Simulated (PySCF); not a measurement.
All of these have the formula C7H7NO. Method: PySCF, TDDFT PBE0/def2-SVPD, vertical, gas phase, core orbitals frozen in the response. Geometries: GFN2-xTB; one conformer of each isolated species. Triplets are in the Tamm–Dancoff approximation.

**Question.** Rank by computed lowest singlet excitation energy, lowest first.
A. `CC(=O)c1ccncc1`
B. `C[C@@H]1C=COC(C#N)=C1`
C. `O=CNC1=C[C@@H]2C=C[C@H]12`
D. `CC(=O)c1ccccn1`
E. `CC#CC#CC(=O)NC`
F. `O=C1[C@@H](CC=C1)CC#N`
G. `c1(O)ccncc1C=C`

**Answer.** D (3.51 eV), A (3.65 eV), F (3.85 eV), E (4.07 eV), B (4.46 eV), G (4.63 eV), C (4.89 eV).

```json
{"SMILES": "CC(=O)c1ccccn1", "S1 (eV)": "3.51", "LUMO (eV)": "-1.99", "f (S1)": "0.000", "gap (eV)": "5.26", "first f ≥ 0.01 (nm)": "239", "S1 mainly": "H→L (95%)"}
{"SMILES": "CC(=O)c1ccncc1", "S1 (eV)": "3.65", "LUMO (eV)": "-2.25", "f (S1)": "0.000", "gap (eV)": "5.36", "first f ≥ 0.01 (nm)": "257", "S1 mainly": "H→L (65%)"}
{"SMILES": "N#CC[C@@H]1CC=CC1=O", "S1 (eV)": "3.85", "LUMO (eV)": "-1.93", "f (S1)": "0.000", "gap (eV)": "5.76", "first f ≥ 0.01 (nm)": "205", "S1 mainly": "H→L (97%)"}
{"SMILES": "CC#CC#CC(=O)NC", "S1 (eV)": "4.07", "LUMO (eV)": "-1.47", "f (S1)": "0.000", "gap (eV)": "5.74", "first f ≥ 0.01 (nm)": "271", "S1 mainly": "H→L (98%)"}
{"SMILES": "C[C@@H]1C=COC(C#N)=C1", "S1 (eV)": "4.46", "LUMO (eV)": "-1.41", "f (S1)": "0.018", "gap (eV)": "5.49", "first f ≥ 0.01 (nm)": "278", "S1 mainly": "H→L (97%)"}
{"SMILES": "C=Cc1cnccc1O", "S1 (eV)": "4.63", "LUMO (eV)": "-1.32", "f (S1)": "0.002", "gap (eV)": "5.71", "first f ≥ 0.01 (nm)": "252", "S1 mainly": "H-1→L (91%)"}
{"SMILES": "O=CNC1=C[C@@H]2C=C[C@H]12", "S1 (eV)": "4.89", "LUMO (eV)": "-0.66", "f (S1)": "0.085", "gap (eV)": "5.81", "first f ≥ 0.01 (nm)": "253", "S1 mainly": "H→L (88%)"}
```

H and L stand for HOMO and LUMO.

Mean S1 by what the SMILES shows (count): a double or triple bond but no aromatic ring 4.32 eV (4); an aromatic ring 3.93 eV (3).
